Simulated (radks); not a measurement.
The numbers below are computed, except where a source is named.
All-electron atom: Yb3+ in [Xe] 4f13. Code: a radial shooting solver on a logarithmic mesh with Libxc functionals. Model: scalar-relativistic Kohn-Sham, BLYP, spin-unpolarised, spherical densities, finite nucleus; Fermi nuclear charge, rms radius 5.3108 fm.

X-ray form factor f0, the Fourier transform of the density (f0(0) = 67):

| sin(theta)/lambda (1/angstrom) | f0 (electrons) |
|---|---|
| 0.05 | 66.410 |
| 0.1 | 64.724 |
| 0.15 | 62.167 |
| 0.2 | 59.042 |
| 0.25 | 55.644 |
| 0.3 | 52.215 |
| 0.4 | 45.839 |
| 0.5 | 40.419 |
| 0.6 | 35.878 |
| 0.8 | 28.713 |
| 1 | 23.499 |
| 1.25 | 19.182 |
| 1.5 | 16.506 |
| 2 | 13.010 |
